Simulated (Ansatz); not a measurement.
Reaction (hydrogen abstraction from the Si–H bond): `O[SiH2][O][GeH2][OH]` + `[CH3]`• → `O[SiH][O][GeH2][OH]`• + CH₄

Gas-phase electronic energies from Ansatz, PBE0-D4/def2-TZVP geometries. CBS: MP2 limit from def2 TZ/QZ plus the TZ coupled-cluster correction, frozen cores. This one scheme is used for every species. No spin–orbit coupling; open shells (•) take unrestricted orbitals. For Ge outer-core shells are correlated without core-valence functions, which leaves a few kJ/mol of doubt a bond. Scalar relativity is left out up to krypton. Each species was taken in one conformer, which may not be the lowest.

```
         level  ΔE (kJ/mol)
 MP2/CBS(def2)        -65.4
CCSD/CBS(def2)        -53.0
```

**Question.** What does CCSD(T)/CBS give? (An estimate is asked.)

**Answer.** The calculation gave: -58.4 kJ/mol. The listed levels differ from it by -7.0, 5.4 kJ/mol.

Largest T1 diagnostic among the species: 0.014.

From PBE to PBE0 (25 % exact exchange), in def2-TZVPP and without D4, ΔE moves by +11.4 kJ/mol. In def2-TZVPP, CCSD(T) changes the Hartree–Fock value by −34.5 kJ/mol (the triples alone add −5.4 kJ/mol) and MP2 by −41.4 kJ/mol.
